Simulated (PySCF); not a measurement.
O4Ru (SMILES [O]=[Ru](=[O])(=[O])=[O]), singlet, geometry from GFN2-xTB (such geometries of metal compounds can be far from the true shape) (core potentials on Ru). Base run: PySCF with R2SCAN/def2-SVP.

Here is a job for PySCF.
```python
from pyscf import gto, scf, dft

mol = gto.Mole()
mol.atom = '''
    Ru   -0.000000    0.000000   -0.000000
    O     1.117196    0.661448   -0.941595
    O     0.712481   -0.831854    1.171594
    O    -0.919332   -0.983825   -0.871298
    O    -0.910345    1.154231    0.641299
'''
mol.basis = 'def2-svp'
mol.ecp = {'Ru': 'def2-svp'}
mol.charge = 0
mol.spin = 0
mol.verbose = 4
mol.build()

mf = dft.RKS(mol)
mf.xc = 'r2scan'
mf.kernel()
mf.analyze()
```

The base run was repeated with changes; each row names its change, and settings that it needs were set with it.

| change | E (Eh) | HOMO (eV) | HOMO-LUMO gap (eV) | core-seconds (rough) |
|---|---|---|---|---|
| base | -395.39697 | -9.38 | 4.31 | 10 |
| functional = pbe0 | -395.10607 | -10.58 | 6.17 | 5 |
| functional = scan | … | … | … | 10 |
| functional = blyp | -395.46539 | -8.70 | 4.03 | 6 |
| functional = wb97x_v | … | … | … | 200 |
| functional = m062x | -395.12108 | -12.09 | 8.43 | 10 |
| functional = bhandhlyp | … | … | … | 8 |
| functional = b3lyp; dispersion = d3bj | -395.47606 | -10.24 | 5.70 | 6 |
| functional = b97m_v | -395.36329 | -9.46 | 4.36 | 200 |
| functional = bp86 | … | … | … | 7 |
| functional = camb3lyp | -395.27272 | -11.91 | 8.59 | 20 |
| functional = mn15 | -394.92772 | -11.33 | 7.50 | 8 |
| functional = b3lyp | -395.46818 | -10.24 | 5.70 | 5 |

Question: Some entries are withheld; supply them.

Answer: 
- functional = scan, E (Eh): -395.43681
- functional = scan, HOMO (eV): -9.39
- functional = scan, HOMO-LUMO gap (eV): 4.32
- functional = wb97x_v, E (Eh): -395.25577
- functional = wb97x_v, HOMO (eV): -12.89
- functional = wb97x_v, HOMO-LUMO gap (eV): 10.61
- functional = bhandhlyp, E (Eh): -395.05691
- functional = bhandhlyp, HOMO (eV): -12.13
- functional = bhandhlyp, HOMO-LUMO gap (eV): 8.29
- functional = bp86, E (Eh): -395.63621
- functional = bp86, HOMO (eV): -9.00
- functional = bp86, HOMO-LUMO gap (eV): 4.07

Total energies compare only within one method and basis.
